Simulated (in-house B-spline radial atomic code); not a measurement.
## Rb⁴⁺: [Ar] 3d10 4s2 4p3

All numbers are computed (non-relativistic r2SCAN0, spin-polarised, spherical fractional occupations, exact exchange averaged over the configuration; point nucleus) with a B-spline radial code for spherical atoms, not measured.

Z_r = [3n² - l(l+1)]/(2<r>); Z_e = n√(-2ε); the last column is Slater's effective charge. Values are occupation-weighted means over spin.

```json
{"shell": "1s", "electrons": "2", "ε (eV)": "-14889", "<r> (bohr)": "0.04129", "Z_r": "36.33", "Z_e": "33.08", "Slater": "36.70"}
{"shell": "2s", "electrons": "2", "ε (eV)": "-2031.3", "<r> (bohr)": "0.182", "Z_r": "32.97", "Z_e": "24.44", "Slater": "32.85"}
{"shell": "2p", "electrons": "6", "ε (eV)": "-1845.9", "<r> (bohr)": "0.1569", "Z_r": "31.86", "Z_e": "23.30", "Slater": "32.85"}
{"shell": "3s", "electrons": "2", "ε (eV)": "-354.84", "<r> (bohr)": "0.5193", "Z_r": "25.99", "Z_e": "15.32", "Slater": "25.75"}
{"shell": "3p", "electrons": "6", "ε (eV)": "-286.94", "<r> (bohr)": "0.5216", "Z_r": "23.97", "Z_e": "13.78", "Slater": "25.75"}
{"shell": "3d", "electrons": "10", "ε (eV)": "-165.29", "<r> (bohr)": "0.5203", "Z_r": "20.18", "Z_e": "10.46", "Slater": "15.85"}
{"shell": "4s", "electrons": "2", "ε (eV)": "-79.403", "<r> (bohr)": "1.389", "Z_r": "17.27", "Z_e": "9.66", "Slater": "10.30"}
{"shell": "4p", "electrons": "3", "ε (eV)": "-64.43", "<r> (bohr)": "1.518", "Z_r": "15.15", "Z_e": "8.70", "Slater": "10.30"}
```

The least bound orbital is 4p up at -64.43 eV, and it is also the most diffuse (<r> = 1.518 bohr).
